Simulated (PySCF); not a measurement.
Computed properties of B(Cl)(Me)(NCO) (C2H3BClNO), SMILES CB(Cl)N=C=O

B(Cl)(Me)(NCO) (C2H3BClNO), SMILES B(C)(Cl)N=C=O. Geometry optimised at PBE0-D3(BJ)/def2-SVP. The structure was generated by enumeration, and PubChem lists no compound with its InChIKey, so it may never have been made. Other conformers were not sampled. All values are computed for the isolated molecule unless a solvent is named; none is compared with measurement here.

**Structure.** All 21 harmonic modes at PBE0-D3(BJ)/def2-SVP (PySCF) are real, so it is a minimum. With heavy atoms numbered as in [B:1]([Cl:2])([CH3:3])[N:7]=[C:8]=[O:9], the shortest bond between them is C8–O9 at 1.165 Å and the longest B1–Cl2 at 1.771 Å.

**Vibrations.** The strongest infrared lines (harmonic, unscaled, degenerate partners summed) lie at 2500 cm⁻¹ (1749 km/mol, C 69 %, N 20 %, O 12 %), 1072 cm⁻¹ (322 km/mol, B 61 %, H 21 %, C 10 %), 1651 cm⁻¹ (158 km/mol, N 51 %, O 29 %, B 16 %). The softest mode is at 40 cm⁻¹ and the zero-point energy is 35.2 kcal/mol.

**Electronic structure.** CAM-B3LYP/def2-TZVP (PySCF) places the frontier levels at -10.11 and -0.40 eV, a gap of 9.71 eV, and gives a dipole moment of 1.84 D and a mean polarisability of 58.6 bohr³. PBE/def2-TZVP (PySCF) at the same geometry gives -7.35 and -2.44 eV, so its gap is 4.80 eV narrower. An orbital gap is neither the optical nor the fundamental gap.

**Excitations.** TDA-M06-2X/def2-SVPD (PySCF) has S1 at 5.53 eV (224 nm, f = 0.000, dark); the most intense of the 10 singlets computed lies at 6.79 eV (f = 0.15). T1 (TDA) is at 5.38 eV, 0.15 eV under S1. TDA-PBE/def2-SVPD (PySCF) puts S1 at 4.96 eV. No vertical singlet excitation falls in the visible range (under 3.1 eV).

**NMR.** GIAO shifts at PBE0/pcSseg-1 (PySCF) (non-relativistic, atoms alike by connectivity averaged): ¹³C from 13.6 to 131.7 ppm against TMS; ¹H at 1.2 ppm against TMS; ¹¹B at 32.7 ppm against BF3. Without spin–orbit terms, shifts of atoms bonded to Cl or Br come out too high.
